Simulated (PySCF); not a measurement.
1-chlorocyclobutene (C4H5Cl), SMILES C1CCC=1Cl. Atoms are numbered in the order given.

```xyz
10

Cl     0.0093    -1.7866     0.0000
C     -0.0610    -0.0632     0.0000
C     -1.0739     0.8344     0.0000
C     -0.1069     2.0083     0.0000
C      1.0562     0.9533     0.0000
H     -2.1695     0.7545     0.0000
H     -0.1374     2.6549    -0.9027
H     -0.1374     2.6549     0.9027
H      1.7001     0.9556    -0.9039
H      1.7001     0.9556     0.9039
```
Charge 0, spin multiplicity 1.

The structure is a stationary point at PBE-D3(BJ)/def2-SVP.

Method: PBE/def2-TZVP in PySCF.

The total energy is -615.25417 hartree. The point group is Cs and the highest occupied level is -5.90 eV. The lowest empty level is -0.97 eV, the orbital gap is 4.92 eV and the dipole moment is 1.57 D. The quadrupole, principal values (traceless, Buckingham form, about the centre of nuclear charge) comes out as -1.31, -0.33, 1.64 D·Å and the mean static polarisability is 60.1 bohr³ (8.91 Å³). The polarisability, principal values is 42.5, 57.7, 80.1 bohr³.
